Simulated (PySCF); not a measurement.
BrHSeTe. Atoms are numbered in the order given.

```xyz
4

Te    -0.0570    -0.0590     0.9003
Br     1.7340     1.0273    -0.5232
Se    -1.6679    -0.9022    -0.8080
H     -1.0175    -2.2085    -1.0313
```

Coordinates come from a PBE0-D3(BJ)/def2-SVP optimisation. The structure was generated by enumeration, and PubChem lists no compound with its InChIKey, so it may never have been made. The def2 effective core potentials stand for the cores of Te; spin–orbit coupling is left out. The values are those of a single conformer.

Level of theory: PySCF with PBE0-D3(BJ)/def2-SVP.

Frequencies are harmonic and unscaled.

Computed vibrational spectrum:
```
mode  ν (cm⁻¹)  IR (km/mol)  Raman (Å⁴/amu)  depolarisation  moving atoms (share of kinetic energy)
----  --------  -----------  --------------  --------------  --------------------------------------
1           81          0.5             6.4            0.62               Br 39 %, Se 39 %, Te 21 %
2          246         21.6            10.7            0.32                        Br 56 %, Te 41 %
3          255          2.8            10.2            0.15                        Se 59 %, Te 36 %
4          317          9.5            10.2            0.74                                  H 98 %
5          704          6.0            29.8            0.48                                  H 99 %
6         2418          7.0           199.9            0.27                                  H 99 %
```
